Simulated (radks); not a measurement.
Results of a calculation; reference values are marked as such.
Effect of the nuclear size on the platinum ion Pt3+, [Xe] 4f14 5d7. Code: a radial shooting solver on a logarithmic mesh with Libxc functionals. Model: Dirac Kohn-Sham, relativistic LDA (MacDonald-Vosko exchange, VWN5 correlation), spin-unpolarised, spherical densities, finite nucleus; open shells fill j = l - 1/2 first; Fermi nuclear charge, rms radius 5.427 fm. The rms radius is varied about that value; shifts are against it.

[
 {"rms radius (fm)": "4.5695", "total energy shift (eV)": "-25.5", "density at nucleus (e/bohr^3)": "2.079e+06", "1s1/2 shift (meV)": "-10200", "2s1/2 shift (meV)": "-1490", "5s1/2 shift (meV)": "-16.7", "5p1/2 shift (meV)": "-0.221", "5d5/2 shift (meV)": "0.240", "6s1/2 (empty) shift (meV)": "-2.64", "6p1/2 (empty) shift (meV)": "-0.106"},
 {"rms radius (fm)": "5.0851", "total energy shift (eV)": "-10.5", "density at nucleus (e/bohr^3)": "1.994e+06", "1s1/2 shift (meV)": "-4180", "2s1/2 shift (meV)": "-612", "5s1/2 shift (meV)": "-6.88", "5p1/2 shift (meV)": "-0.092", "5d5/2 shift (meV)": "0.099", "6s1/2 (empty) shift (meV)": "-1.09", "6p1/2 (empty) shift (meV)": "-0.044"},
 {"rms radius (fm)": "5.427", "total energy shift (eV)": "0", "density at nucleus (e/bohr^3)": "1.944e+06", "1s1/2 shift (meV)": "0.000", "2s1/2 shift (meV)": "0.000", "5s1/2 shift (meV)": "0.000", "5p1/2 shift (meV)": "0.000", "5d5/2 shift (meV)": "0.000", "6s1/2 (empty) shift (meV)": "0.000", "6p1/2 (empty) shift (meV)": "0.000"},
 {"rms radius (fm)": "5.8232", "total energy shift (eV)": "12.7", "density at nucleus (e/bohr^3)": "1.892e+06", "1s1/2 shift (meV)": "5060", "2s1/2 shift (meV)": "740", "5s1/2 shift (meV)": "8.31", "5p1/2 shift (meV)": "0.111", "5d5/2 shift (meV)": "-0.119", "6s1/2 (empty) shift (meV)": "1.31", "6p1/2 (empty) shift (meV)": "0.053"},
 {"rms radius (fm)": "6.0077", "total energy shift (eV)": "18.7", "density at nucleus (e/bohr^3)": "1.869e+06", "1s1/2 shift (meV)": "7490", "2s1/2 shift (meV)": "1100", "5s1/2 shift (meV)": "12.3", "5p1/2 shift (meV)": "0.165", "5d5/2 shift (meV)": "-0.176", "6s1/2 (empty) shift (meV)": "1.94", "6p1/2 (empty) shift (meV)": "0.078"}
]

Slopes of the eigenvalues against <r^2> in GHz/fm^2, as finite differences over the two radii next to the reference (eigenvalue slopes, not the field-shift constants of lines): 1s1/2 278000, 2s1/2 40600, 5s1/2 456, 5p1/2 6.09, 5d5/2 -6.54, 6s1/2 (empty) 72.1, 6p1/2 (empty) 2.91.
